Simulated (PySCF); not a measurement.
Compound: C₅H₈F₄O.
SMILES with atom numbers: `[CH3:1][C@@H:2]([F:3])[O:4][CH2:5][CH2:6][C:7]([F:8])([F:9])[F:10]` (hydrogens: H11, H12, H13 on C1; H14 on C2; H15, H16 on C5; H17, H18 on C6)

Cartesian coordinates in Å at the PBE0-D3(BJ)/def2-SVP level; atoms count from 1:
```xyz
18
C5H8F4O angstrom
C      2.644   -0.181    0.924
C      1.514   -0.441   -0.030
F      0.882   -1.621    0.329
O      0.633    0.606    0.021
C     -0.417    0.591   -0.913
C     -1.629   -0.206   -0.456
C     -2.271    0.323    0.801
F     -1.506    0.165    1.879
F     -2.550    1.631    0.694
F     -3.427   -0.310    1.038
H      3.342   -1.029    0.926
H      3.181    0.732    0.635
H      2.232   -0.048    1.934
H      1.863   -0.603   -1.072
H     -0.706    1.641   -1.070
H     -0.065    0.188   -1.882
H     -2.398   -0.172   -1.243
H     -1.364   -1.257   -0.281
```

All values: PBE0/pcSseg-1 (PySCF, non-relativistic), on one gas-phase PBE0-D3(BJ)/def2-SVP geometry that isn't relaxed in the solvent. The solvent is an IEF-PCM continuum (van der Waals radii × 1.2). Specific hydrogen bonds and non-electrostatic terms are outside this model.

| run | E − E(gas) (kJ/mol) | HOMO (eV) | HOMO–LUMO gap (eV) | dipole (D) |
| --- | --- | --- | --- | --- |
| gas | 0.00 | -8.62 | 9.93 | 3.38 |
| P | -10.98 | -8.51 | 10.06 | 3.73 |
| Q | -17.57 | -8.47 | 10.14 | 3.96 |

The runs were made in benzene and chloroform. Which run belongs to which solvent?

P = benzene, Q = chloroform. The dielectric constants are 2.271 (benzene), 4.711 (chloroform), and the energy falls further as ε rises. In this model the ground state sees the solvent through ε alone.

How constant is the ratio of the lowering to (ε − 1)/(2ε + 1)?

```
   solvent  (ε − 1)/(2ε + 1)  E − E(gas) (kJ/mol)  ratio (kJ/mol)  polarisation term (kJ/mol)
   benzene             0.229               -10.98           -47.9                      -11.67
chloroform             0.356               -17.57           -49.4                      -19.44
```

The ratio changes by +3.0 % in size from benzene to chloroform. The polarisation term is half the interaction of the solute with the induced surface charges.

Time: 41 s wall; peak memory 1.2 GiB. Hardware: one thread of an Arm Neoverse V1, shared host. This is the whole shielding run at PBE0/pcSseg-1 in chloroform, SCF included.
